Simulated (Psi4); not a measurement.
CH$_{5}$GaN (SMILES [CH3][Ga][NH2]), doublet, geometry from GFN2-xTB (such geometries of metal compounds can be far from the true shape) (the spin is typed, not shown lowest); Psi4 with WB97M-V/def2-SVP.

The Psi4 input:
```
memory 2 GB

molecule mol {
0 2
  Ga    0.228562    0.181077    0.336952
  C    -0.653182    1.146628   -1.397479
  H    -1.719826    0.928237   -1.398145
  H    -0.188575    0.715344   -2.281931
  H    -0.492708    2.222605   -1.376019
  N    -0.033236   -1.703824    0.280737
  H    -0.967873   -2.073789    0.131070
  H     0.435315   -2.358791    0.899219
}

set basis def2-svp
set reference uks

energy('wb97m-v')
print_variables()
```

What the program printed (banner, timings and long lists left out):

```
   => Loading Basis Set <=

    Name: DEF2-SVP
    Role: ORBITAL
    Keyword: BASIS

         ---------------------------------------------------------
                                   SCF
               by Justin Turney, Rob Parrish, Andy Simmonett
                          and Daniel G. A. Smith
                              UKS Reference
         ---------------------------------------------------------

  ==> Geometry <==

    Molecular point group: c1
    Full point group: C1

    Geometry (in Angstrom), charge = 0, multiplicity = 2:

       Center              X                  Y                   Z               Mass
    ------------   -----------------  -----------------  -----------------  -----------------
         GA           0.183611976567     0.162963437893     0.273644249929    68.925573500000
         C           -0.698132023433     1.128514437893    -1.460786750071    12.000000000000
         H           -1.764776023433     0.910123437893    -1.461452750071     1.007825032230
         H           -0.233525023433     0.697230437893    -2.345238750071     1.007825032230
         H           -0.537658023433     2.204491437893    -1.439326750071     1.007825032230
         N           -0.078186023433    -1.721937562107     0.217429249929    14.003074004430
         H           -1.012823023433    -2.091902562107     0.067762249929     1.007825032230
         H            0.390364976567    -2.376904562107     0.835911249929     1.007825032230

  Running in c1 symmetry.

  Rotational constants: A =      0.50181  B =      0.17152  C =      0.13196 [cm^-1]
  Rotational constants: A =  15044.03091  B =   5141.95217  C =   3956.09988 [MHz]
  Nuclear repulsion =  165.562639000861964

  Charge       = 0
  Multiplicity = 2
  Electrons    = 49
  Nalpha       = 25
  Nbeta        = 24

  ==> Algorithm <==

  SCF Algorithm Type is DF.
  DIIS enabled.
  MOM disabled.
  Fractional occupation disabled.
  Guess Type is SAD.
  Energy threshold   = 1.00e-06
  Density threshold  = 1.00e-06
  Integral threshold = 1.00e-12

  ==> Primary Basis <==

  Basis Set: DEF2-SVP
    Blend: DEF2-SVP
    Number of shells: 39
    Number of basis functions: 85
    Number of Cartesian functions: 90
    Spherical Harmonics?: true
    Max angular momentum: 2

  ==> DFT Potential <==

   => LibXC <=

    Version 7.1.2
    S. Lehtola, C. Steigemann, M. J. T. Oliveira, and M. A. L. Marques,  SoftwareX 7, 1–5 (2018) (10.1016/j.softx.2017.11.002)

[...]
      Ntotal   =   48.9999874926 ; deviation = -1.251e-05

   @Spin Contamination Metric:   5.524442927E-03
   @S^2 Expected:                7.500000000E-01
   @S^2 Observed:                7.555244429E-01
   @S   Expected:                5.000000000E-01
   @S   Observed:                5.000000000E-01

    Orbital Energies [Eh]
    ---------------------

    Alpha Occupied:

[...]
      25A     -0.268993

    Alpha Virtual:

[...]
    Beta Occupied:

[...]
    Beta Virtual:

[...]
      85A      3.450657

    Final Occupation by Irrep:
              A
    DOCC [    24 ]
    SOCC [     1 ]
    NA   [    25 ]
    NB   [    24 ]

  @DF-UKS Final Energy: -2020.21474682460394

   => Energetics <=

    Nuclear Repulsion Energy =            165.5626390008619637
    One-Electron Energy =               -3142.3518244982024044
    Two-Electron Energy =                1025.8893728056323198
    DFT Exchange-Correlation Energy =     -69.5170177664319624
    Empirical Dispersion Energy =           0.0000000000000000
    VV10 Nonlocal Energy =                  0.2020836335361181
    Total Energy =                      -2020.2147468246039352

  UHF NO Occupations:
  HONO-2 :   23  A 1.9994777
  HONO-1 :   24  A 1.9979502
  HONO-0 :   25  A 1.0000000
  LUNO+0 :   26  A 0.0020498
  LUNO+1 :   27  A 0.0005223
  LUNO+2 :   28  A 0.0000594
  LUNO+3 :   29  A 0.0000413

Computation Completed

Properties will be evaluated at   0.000000,   0.000000,   0.000000 [a0]

Properties computed using the SCF density matrix

 Multipole Moments:

 ------------------------------------------------------------------------------------
     Multipole            Electronic (a.u.)      Nuclear  (a.u.)        Total (a.u.)
 ------------------------------------------------------------------------------------

 L = 1.  Multiply by 2.5417464519 to convert [e a0] to [Debye]
 Dipole X            :          3.9132503           -4.1621977           -0.2489473
 Dipole Y            :          1.4970232           -1.6772671           -0.1802439
 Dipole Z            :          6.0968702           -5.8620982            0.2347720
 Magnitude           :                                                    0.3867564

 ------------------------------------------------------------------------------------

  Variable Map:
  ----------------------------------------------------------------------------
[...]
  Array Variable Map:
  ----------------------------------------------------------------------------
[...]
[...]
```
